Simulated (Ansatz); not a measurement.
Abstraction of H: GeH(SH)3 + C4H7 → Ge(SH)3 + C4H8

Species: GeH(SH)3, singlet; C4H7 (cyclobutyl radical) `[CH]1CCC1`, doublet; Ge(SH)3, doublet; C4H8 `C1CCC1`, singlet. A radical takes H: the energy is the difference in strength between the Ge–H bond broken and the C–H bond made.

Shapes, held fixed at every level: PBE0-D4/def2-TZVP. Flexible molecules stand in one conformer, not always the lowest. Programs: Ansatz 0.2.0. Electronic energies: no zero-point or thermal term.

(1) Estimate ΔE of this reaction.

Results:

(1) The highest level, CCSD(T)/def2-TZVPP, gives ΔE = -101.3 kJ/mol; the levels span -109.0 to -95.9. The column of differences is taken from that level and isn't an error. No measured value is set beside it here. Open shells run unrestricted unless RO is named. Relativity is left out for Ge unless named. Correlated rows may include outer-core shells of Ge, which these sets cover unevenly. Times are processor times on shared x86 and Arm servers, and rough.

```json
{"level": "r2SCAN-D4/def2-TZVPP", "kind": "meta-GGA", "ΔE (kJ/mol)": "-100.0", "less CCSD(T)/def2-TZVPP": "+1.3", "CPU time (sum over the molecules)": "62 s"}
{"level": "PBE0-D4/def2-TZVPP", "kind": "global hybrid", "ΔE (kJ/mol)": "-105.1", "less CCSD(T)/def2-TZVPP": "-3.8", "CPU time (sum over the molecules)": "48 s"}
{"level": "wB97M-V/def2-TZVPP", "kind": "range-separated hybrid", "ΔE (kJ/mol)": "-107.3", "less CCSD(T)/def2-TZVPP": "-6.0", "CPU time (sum over the molecules)": "2.3 min"}
{"level": "wB97X-V/def2-TZVPP", "kind": "range-separated hybrid", "ΔE (kJ/mol)": "-97.0", "less CCSD(T)/def2-TZVPP": "+4.3", "CPU time (sum over the molecules)": "1.8 min"}
{"level": "B2PLYP/def2-TZVPP", "kind": "double hybrid", "ΔE (kJ/mol)": "-108.3", "less CCSD(T)/def2-TZVPP": "-7.0", "CPU time (sum over the molecules)": "67 s"}
{"level": "MP2/def2-TZVPP", "kind": "perturbation theory", "ΔE (kJ/mol)": "-109.0", "less CCSD(T)/def2-TZVPP": "-7.7", "CPU time (sum over the molecules)": "–"}
{"level": "CCSD/def2-TZVPP", "kind": "coupled cluster or CI", "ΔE (kJ/mol)": "-95.9", "less CCSD(T)/def2-TZVPP": "+5.4", "CPU time (sum over the molecules)": "–"}
{"level": "CCSD(T)/def2-TZVPP", "kind": "coupled cluster or CI", "ΔE (kJ/mol)": "-101.3", "less CCSD(T)/def2-TZVPP": "0.0", "CPU time (sum over the molecules)": "39 min"}
```
